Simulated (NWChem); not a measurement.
CH4BFS; SMILES S(BF)C

```xyz
8

B      0.4934    -0.9358    -0.1144
F     -0.0025    -2.1591    -0.0163
H      1.6150    -0.7794    -0.5382
S     -0.5307     0.4390     0.3901
C      0.5556     1.8610     0.0782
H      0.7194     2.4023     1.0194
H      0.0711     2.5329    -0.6426
H      1.5214     1.5289    -0.3246
```
Atoms are numbered in this order, from 1.

All runs: NWChem. Coordinates come from a PBE0/def2-SVP optimisation. GIAO values for the isolated, static molecule; σ is the absolute isotropic shielding, δ = σ(reference) − σ with the isolated reference molecule computed at the same levels (11B: boron trifluoride, 13C: tetramethylsilane, 19F: trichlorofluoromethane, 1H: tetramethylsilane).

**Question.** Among these, which level gives the lowest value of “δ F2 (ppm)”?
(A) LDA (Slater exchange, VWN5)/pcSseg-1
(B) PBE0/pcSseg-1
(C) KT2/pcSseg-1

**Answer.** C, KT2/pcSseg-1. Values: KT2/pcSseg-1 -55.3; LDA (Slater exchange, VWN5)/pcSseg-1 -37.2; PBE0/pcSseg-1 -31.1
